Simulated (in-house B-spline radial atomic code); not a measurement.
## RPA and G0W0 on PBE0: neutral caesium

Configuration [Xe] 6s1, highest spin, mean-field start PBE0. Computed with a B-spline radial code for spherical atoms: all electrons, scalar-relativistic (spin-free one-electron X2C), finite nucleus, each spin shell either full or empty, empty states to l = 9 with an (l + 1/2)⁻⁴ tail; G0W0 by contour deformation at full frequency.

RPA overbinds a lone outer s electron by self-correlation, and G0W0 tends to as well.

Command:
```bash
python run_gw.py task.json out
```
Settings (radii: box in bohr, nucleus in fm):
```
Z                        55
electrons                55
configuration            [Xe] 6s1
hamiltonian              x2c
method                   pbe0
lmax                     9
rms_radius               4.8041
spin_polarised           True
box_radius               40
intervals                72
ion_configuration        [Kr] 4d10 5s2 5p6
```

Cost of the run: 20 s on 1 thread of Arm Neoverse N1, on a shared host.

Energies (hartree):

```tsv
term	value
mean-field total	-7785.83109
Hartree-Fock functional on these orbitals	-7783.11749
direct second order	-4.8229
second-order exchange	1.3159
SOSEX correction	1.2255
```

Question: What is the RPA correlation energy, and what remains with SOSEX?

Answer: RPA gives -4.2248 hartree (-2.09 eV per electron); RPA + SOSEX gives -2.9994, and the second-order doubles -3.507 hartree (no singles). SOSEX takes back 29 % of the RPA value.

Quasi-particle levels (eV):

```csv
level,occupied,mean field,Σx - vxc,Σc,QP weight,G0W0
6s up,yes,-2.661,-0.79,?,?,?
6s down,no,-1.062,1.99,-1.37,0.828,-0.448
```

G0W0 = mean field + (Σx - vxc) + Σc, with Σc (partial-wave tail included) taken at the quasi-particle energy. Only the outer levels were computed. Levels of low weight are left out.

Question: Where does G0W0 put 6s up?

Answer: At -4.122 eV, with Σc = -0.67 eV and a quasi-particle weight of 0.846. The tabulated removal energy is 3.894 eV (NIST, measured); the calculation leaves out spin-orbit coupling, Breit and QED terms, and what these don't explain is the method's own error.

Question: What does it cost to remove one electron (to [Kr] 4d10 5s2 5p6) by differences of total energies, each species on its own start (correlation terms add to the Hartree-Fock functional)?

Answer: PBE0 3.894 eV, Hartree-Fock functional 3.451 eV, + RPA 4.180 eV, + RPA + SOSEX 3.815 eV, + second order 4.132 eV. Tabulated: 3.894 eV (NIST, measured); the calculation leaves out spin-orbit coupling, Breit and QED terms, and what these don't explain is the method's own error.
